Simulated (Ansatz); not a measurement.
# Two structures, one formula

The two ends of one reaction step of BNH3ClO, singlet (PBE0-D4/def2-TZVP).

A:

```
atom    x (Å)    y (Å)    z (Å)
  B1   0.0566   0.2868  -0.0909
  O2   0.9515   0.7239   0.8356
  N3  -0.4609  -1.0051  -0.0271
  H4  -0.1916  -1.6465   0.6979
 Cl5  -0.4682   1.3740  -1.4098
  H6   1.2339   1.6278   0.6861
  H7  -1.1214  -1.3609  -0.6919
```

B:

```
7
angstrom
B -0.3219 0.1297 -0.3669
O 0.5461 0.5340 0.9247
N -0.6095 -1.1444 -0.2477
H 0.6482 -0.3800 1.2618
Cl -0.4839 1.5598 -1.3934
H 1.4059 0.9332 0.7359
H -1.1849 -1.6324 -0.9144
```

Ansatz 0.2.0; basis: def2-TZVPP; cores frozen in the correlated methods. B3LYP uses VWN-RPA correlation.

(1) Which structure is lower at CCSD(T), and by how much? (An estimate is asked for; the value comes from the calculation.)

No T1 diagnostic of these runs exceeds 0.013.

## Answers

(1) The calculation gives: A, by 2.890 eV (electronic energy, against the other). By their contacts, A is BNH₃ClO ([NH2][B]([OH])[Cl]) and B is BNH₃ClO ([NH][B]([OH2])[Cl]).

All methods give the same order:

```
      method  E(B) − E(A) (eV)
       SPW92             2.770
      PBE-D4             2.775
     BLYP-D4             2.782
   r2SCAN-D4             2.905
      B97M-V             2.925
     PBE0-D4             2.928
    B3LYP-D4             2.910
  r2SCAN0-D4             2.999
    BHLYP-D4             3.077
CAM-B3LYP-D4             2.970
     wB97X-V             2.975
     wB97M-V             2.902
      B2PLYP             2.907
    PBE-QIDH             2.984
  RPA on PBE             2.842
          HF             3.278
         MP2             2.881
        CCSD             2.965
     CCSD(T)             2.890
```

Labels in which every atom is bracketed show which atoms are joined, not bond orders.

For scale, one of the runs: CCSD(T)/def2-TZVPP, 177 basis functions, launched by `ansatz run in.yaml --threads 2 --pin off --events-out ev --progress --plain --max-ram 4352MiB`. Hardware: 2 CPU threads of an Arm Neoverse V1, shared host. Wall time 43 s; peak host memory 1.7 GiB.
